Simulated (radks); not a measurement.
Isoelectronic series with 17 electrons, all held in the configuration [Ne] 3s2 3p5, which need not be the ground one along the series. Method: scalar-relativistic Kohn-Sham, r2SCAN, spin-polarised, spherical densities, finite nucleus; open shells are filled with parallel spins first (spin-orbit coupling, left out, can overturn this in heavy ions); meta-GGA in the generalised Kohn-Sham scheme; Fermi nuclear charge, rms radius of each element as measured or else 0.836 A^(1/3) + 0.57 fm; computed with a radial shooting solver on a logarithmic mesh with Libxc functionals. Total energies (hartree) and mean radii <r> (bohr) (* marks an orbital that is empty in some or all of the ions):

ion,E (hartree),3d down*,3d up*,3p down,3p up,3s down,3s up
Tc26+,-3833.21239,0.3246,0.3248,0.3630,0.3626,0.3720,0.3715
Rh28+,-4237.36499,0.3052,0.3054,0.3423,0.3419,0.3511,0.3507
Ag30+,-4663.27610,0.2880,0.2881,0.3237,0.3233,0.3323,0.3319
In32+,-5111.22596,0.2726,0.2727,0.3070,0.3067,0.3153,0.3150
Sb34+,-5581.51728,0.2587,0.2589,0.2919,0.2916,0.2999,0.2995
I36+,-6074.47168,0.2462,0.2464,0.2781,0.2778,0.2857,0.2854
Cs38+,-6590.4354,0.2349,0.2350,0.2655,0.2653,0.2728,0.2725
La40+,-7129.7754,0.2245,0.2246,0.2540,0.2538,0.2608,0.2606
Pr42+,-7692.8863,0.2150,0.2151,0.2434,0.2432,0.2498,0.2495
Pm44+,-8280.1787,0.2063,0.2064,0.2336,0.2334,0.2395,0.2393
Eu46+,-8892.0835,0.1982,0.1983,0.2245,0.2243,0.2300,0.2298
Tb48+,-9529.1542,0.1907,0.1908,0.2160,0.2159,0.2210,0.2209
Ho50+,-10191.7857,0.1838,0.1839,0.2081,0.2080,0.2127,0.2125
Tm52+,-10880.6281,0.1773,0.1774,0.2008,0.2006,0.2049,0.2047
Lu54+,-11596.1577,0.1713,0.1713,0.1938,0.1937,0.1975,0.1974
Ta56+,-12339.1594,0.1656,0.1657,0.1874,0.1872,0.1905,0.1904
Re58+,-13110.1959,0.1603,0.1604,0.1812,0.1811,0.1839,0.1838
Ir60+,-13909.9972,0.1553,0.1554,0.1755,0.1754,0.1777,0.1776
